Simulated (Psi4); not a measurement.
CH3 (SMILES [CH3]), doublet, geometry from GFN2-xTB; Psi4 with B3LYP/def2-SVP.

Psi4 was given this input:
```
memory 2 GB

molecule {
0 2
C    -0.00000000    0.00000000    0.00000000
H     1.04564432   -0.21448212    0.00100559
H    -0.70856641   -0.79831135   -0.00287670
H    -0.33707791    1.01279347    0.00187111
}

set {
  basis def2-svp
  reference uks
  dft_radial_points 35
}

energy('b3lyp')
print_variables()
```

It wrote (shortened):

```
   => Loading Basis Set <=

    Name: DEF2-SVP
    Role: ORBITAL
    Keyword: BASIS

         ---------------------------------------------------------
                                   SCF
               by Justin Turney, Rob Parrish, Andy Simmonett
                          and Daniel G. A. Smith
                              UKS Reference
         ---------------------------------------------------------

  ==> Geometry <==

    Molecular point group: c2v
    Full point group: C2v

    Geometry (in Angstrom), charge = 0, multiplicity = 2:

       Center              X                  Y                   Z               Mass
    ------------   -----------------  -----------------  -----------------  -----------------
         C            0.000000000000     0.000000000000    -0.000000000000    12.000000000000
         H            0.924408850059     0.000000000000     0.533707701912     1.007825032230
         H            0.000000000000     0.000000000000    -1.067415403825     1.007825032230
         H           -0.924408850059    -0.000000000000     0.533707701912     1.007825032230

  Running in c2v symmetry.

  Rotational constants: A =      9.78708  B =      9.78708  C =      4.89354 [cm^-1]
  Rotational constants: A = 293409.29864  B = 293409.29480  C = 146704.64836 [MHz]
  Nuclear repulsion =    9.782275582560194

  Charge       = 0
  Multiplicity = 2
  Electrons    = 9
  Nalpha       = 5
  Nbeta        = 4

  ==> Algorithm <==

  SCF Algorithm Type is DF.
  DIIS enabled.
  MOM disabled.
  Fractional occupation disabled.
  Guess Type is SAD.
  Energy threshold   = 1.00e-06
  Density threshold  = 1.00e-06
  Integral threshold = 1.00e-12

  ==> Primary Basis <==

  Basis Set: DEF2-SVP
    Blend: DEF2-SVP
    Number of shells: 15
    Number of basis functions: 29
    Number of Cartesian functions: 30
    Spherical Harmonics?: true
    Max angular momentum: 2

  ==> DFT Potential <==

   => LibXC <=

    Version 7.1.2
    S. Lehtola, C. Steigemann, M. J. T. Oliveira, and M. A. L. Marques,  SoftwareX 7, 1–5 (2018) (10.1016/j.softx.2017.11.002)

   => Composite Functional: B3LYP <=

    B3LYP Hyb-GGA Exchange-Correlation Functional

    P. J. Stephens, F. J. Devlin, C. F. Chabalowski, and M. J. Frisch,  J. Phys. Chem. 98, 11623 (1994) (10.1021/j100096a001)

    Deriv               =              1
    GGA                 =           TRUE
    Meta                =          FALSE

    Exchange Hybrid     =           TRUE
    MP2 Hybrid          =          FALSE

   => Exchange Functionals <=

    0.0800   Slater exchange
    0.7200         Becke 88

   => Exact (HF) Exchange <=

    0.2000               HF

   => Correlation Functionals <=

    0.1900   Vosko, Wilk & Nusair (VWN5_RPA)
    0.8100   Lee, Yang & Parr

   => LibXC Density Thresholds  <==

    XC_HYB_GGA_XC_B3LYP:  1.00E-15

   => Molecular Quadrature <=

    Radial Scheme          =       TREUTLER
    Pruning Scheme         =           NONE
    Nuclear Scheme         =       TREUTLER

    Blocking Scheme        =         OCTREE
    BS radius alpha        =              1
    Pruning alpha          =              1
    Radial Points          =             35
    Spherical Points       =            302
    Total Points           =          41622
    Total Blocks           =            383
    Max Points             =            254
    Max Functions          =             29
    Weights Tolerance      =       1.00E-15

   => Loading Basis Set <=

    Name: (DEF2-SVP AUX)
    Role: JKFIT
    Keyword: DF_BASIS_SCF

  ==> Integral Setup <==

  SCF_SUBTYPE=INCORE selected. In-core MEM_DF algorithm will be used.
  Using in-core AOs.

  ==> MemDFJK: Density-Fitted J/K Matrices <==

    J tasked:                   Yes
    K tasked:                   Yes
    wK tasked:                   No
    Algorithm:                 Core
    Schwarz Cutoff:           1E-12
    Mask sparsity (%):       0.0000
    Fitting Condition:        1E-10

   => Auxiliary Basis Set <=

  Basis Set: (DEF2-SVP AUX)
    Blend: DEF2-UNIVERSAL-JKFIT
    Number of shells: 43
    Number of basis functions: 129
    Number of Cartesian functions: 149
    Spherical Harmonics?: true
    Max angular momentum: 4

  Minimum eigenvalue in the overlap matrix is 1.9890818173E-02.
  Reciprocal condition number of the overlap matrix is 4.9646026284E-03.
    Using symmetric orthogonalization.

  ==> Pre-Iterations <==

  SCF Guess: Superposition of Atomic Densities via on-the-fly atomic UHF (no occupation information).

   -------------------------
    Irrep   Nso     Nmo
   -------------------------
     A1        14      14
     A2         2       2
     B1         8       8
     B2         5       5
   -------------------------
    Total      29      29
   -------------------------

  ==> Iterations <==

                           Total Energy        Delta E     RMS |[F,P]|

   @DF-UKS iter SAD:   -39.36125538460757   -3.93613e+01   0.00000e+00
   @DF-UKS iter   1:   -39.69931716099327   -3.38062e-01   2.53998e-02 ADIIS/DIIS
   @DF-UKS iter   2:   -39.70503004094687   -5.71288e-03   2.44398e-02 ADIIS/DIIS
   @DF-UKS iter   3:   -39.80824270754529   -1.03213e-01   4.50850e-04 ADIIS/DIIS
   @DF-UKS iter   4:   -39.80830016613591   -5.74586e-05   1.05815e-04 ADIIS/DIIS
   @DF-UKS iter   5:   -39.80830504847076   -4.88233e-06   2.27621e-05 DIIS
   @DF-UKS iter   6:   -39.80830527728936   -2.28819e-07   1.81896e-06 DIIS
   @DF-UKS iter   7:   -39.80830527857074   -1.28138e-09   1.78303e-07 DIIS
  Energy and wave function converged.

  ==> Post-Iterations <==

   Electrons on quadrature grid:
      Nalpha   =    5.0000006214 ; deviation = 6.214e-07
      Nbeta    =    4.0000001724 ; deviation = 1.724e-07
      Ntotal   =    9.0000007938 ; deviation = 7.938e-07

   @Spin Contamination Metric:   3.378549771E-03
   @S^2 Expected:                7.500000000E-01
   @S^2 Observed:                7.533785498E-01
   @S   Expected:                5.000000000E-01
   @S   Observed:                5.000000000E-01

    Orbital Energies [Eh]
    ---------------------

    Alpha Occupied:

       1A1   -10.193861     2A1    -0.680641     3A1    -0.422562
       1B1    -0.422562     1B2    -0.232039

    Alpha Virtual:

       4A1     0.081328     2B1     0.145856     5A1     0.145856
       6A1     0.440329     3B1     0.440329     7A1     0.468541
       2B2     0.476934     8A1     0.645427     4B1     0.694960
       9A1     0.694960     3B2     1.193180     1A2     1.193180
       5B1     1.485257    10A1     1.612989     6B1     1.612989
       4B2     1.740430    11A1     1.833401     5B2     2.229467
       2A2     2.229467    12A1     2.263812     7B1     2.263812
      13A1     2.885807     8B1     2.940988    14A1     2.940988

    Beta Occupied:

       1A1   -10.179337     2A1    -0.641144     3A1    -0.412234
       1B1    -0.412234

    Beta Virtual:

       1B2    -0.061385     4A1     0.091642     2B1     0.149636
       5A1     0.149637     6A1     0.443823     3B1     0.443823
       7A1     0.495055     2B2     0.552193     8A1     0.669818
       4B1     0.702592     9A1     0.702592     3B2     1.221828
       1A2     1.221828     5B1     1.481788    10A1     1.614454
       6B1     1.614454     4B2     1.752152    11A1     1.908525
      12A1     2.267113     7B1     2.267113     2A2     2.278748
       5B2     2.278748    13A1     2.900396     8B1     2.950293
      14A1     2.950293

    Final Occupation by Irrep:
             A1    A2    B1    B2
    DOCC [     3,    0,    1,    0 ]
    SOCC [     0,    0,    0,    1 ]
    NA   [     3,    0,    1,    1 ]
    NB   [     3,    0,    1,    0 ]

  @DF-UKS Final Energy:   -39.80830527857074

   => Energetics <=

    Nuclear Repulsion Energy =              9.7822755825601941
    One-Electron Energy =                 -71.7990863435845199
    Two-Electron Energy =                  27.4676657598318883
    DFT Exchange-Correlation Energy =      -5.2591602773783048
    Empirical Dispersion Energy =           0.0000000000000000
    VV10 Nonlocal Energy =                  0.0000000000000000
    Total Energy =                        -39.8083052785707423

  UHF NO Occupations:
  HONO-2 :    1 B1 1.9997515
  HONO-1 :    3 A1 1.9988071
  HONO-0 :    1 B2 1.0000000
  LUNO+0 :    4 A1 0.0011929
  LUNO+1 :    2 B1 0.0002485
  LUNO+2 :    5 A1 0.0002485
  LUNO+3 :    6 A1 0.0000002

Computation Completed

Properties will be evaluated at   0.000000,   0.000000,   0.000000 [a0]

Properties computed using the SCF density matrix

 Multipole Moments:

 ------------------------------------------------------------------------------------
     Multipole            Electronic (a.u.)      Nuclear  (a.u.)        Total (a.u.)
 ------------------------------------------------------------------------------------

 L = 1.  Multiply by 2.5417464519 to convert [e a0] to [Debye]
 Dipole X            :          0.0000000            0.0000000            0.0000000
 Dipole Y            :          0.0000000            0.0000000            0.0000000
 Dipole Z            :         -0.0000003            0.0000000           -0.0000003
 Magnitude           :                                                    0.0000003

 ------------------------------------------------------------------------------------

  Variable Map:
  ----------------------------------------------------------------------------
  "CURRENT ENERGY"              =>     -39.808305278571
  "CURRENT REFERENCE ENERGY"    =>     -39.808305278571
  "DD SOLVATION ENERGY"         =>       0.000000000000
  "DFT FUNCTIONAL TOTAL ENERGY" =>     -39.808305278571
  "DFT TOTAL ENERGY"            =>     -39.808305278571
  "DFT VV10 ENERGY"             =>       0.000000000000
  "DFT XC ENERGY"               =>      -5.259160277378
  "GRID ELECTRONS ALPHA"        =>       5.000000621426
  "GRID ELECTRONS BETA"         =>       4.000000172404
  "GRID ELECTRONS TOTAL"        =>       9.000000793830
  "NUCLEAR REPULSION ENERGY"    =>       9.782275582560
  "ONE-ELECTRON ENERGY"         =>     -71.799086343585
  "PCM POLARIZATION ENERGY"     =>       0.000000000000
  "PE ENERGY"                   =>       0.000000000000
  "SCF ITERATION ENERGY"        =>     -39.808305278571
  "SCF ITERATIONS"              =>       7.000000000000
  "SCF TOTAL ENERGY"            =>     -39.808305278571
  "TWO-ELECTRON ENERGY"         =>      27.467665759832
  "XC GRID RADIAL POINTS"       =>      35.000000000000
  "XC GRID SPHERICAL POINTS"    =>     302.000000000000
  "XC GRID TOTAL POINTS"        =>   41622.000000000000

  Array Variable Map:
  ----------------------------------------------------------------------------
  "CURRENT DIPOLE"              =>       0.000000000000 ... -0.000000266369 1 by 3
  "SCF DIPOLE"                  =>       0.000000000000 ... -0.000000266369 1 by 3
  "SCF TOTAL ENERGIES"          =>     -39.361255384608 ... -39.808305278571 1 by 8
```
